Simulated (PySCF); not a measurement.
## Working out the ionisation energy of Pt

Pt [Xe] 4f14 5d9 6s1 (3D) → Pt+ [Xe] 4f14 5d9 (2D). Computed with PySCF 2.14 in x2c-TZVPPall (11s7p7d3f1g, 97 functions), with the spin-free X2C one-electron Hamiltonian (Gaussian nucleus). Frozen: [Xe] 4f14. Energies in hartree (1 hartree = 27.21139 eV):

```json
{"part": "UHF", "Pt (lower)": "-18410.137892", "Pt+ (upper)": "-18409.858829"}
{"part": "CCSD correlation", "Pt (lower)": "-0.282471", "Pt+ (upper)": "-0.242499"}
{"part": "(T)", "Pt (lower)": "-0.011927", "Pt+ (upper)": "-0.009457"}
```

What does Hartree-Fock give?

(-18409.858829) − (-18410.137892) = 0.279063 hartree = 7.594 eV.

What do CCSD and CCSD(T) give?

The CCSD correlation energies differ by 0.039972 hartree = 1.088 eV and the triples by 0.002470 hartree = 0.067 eV, so CCSD gives 8.682 eV and CCSD(T) 8.749 eV.

A first-order spin-orbit estimate adds -0.020 eV to CCSD(T) (valence), giving 8.729 eV against 8.959 eV (measured; NIST Atomic Spectra Database, ionization energies).

What remains against the reference includes basis incompleteness, the frozen core and higher excitations.
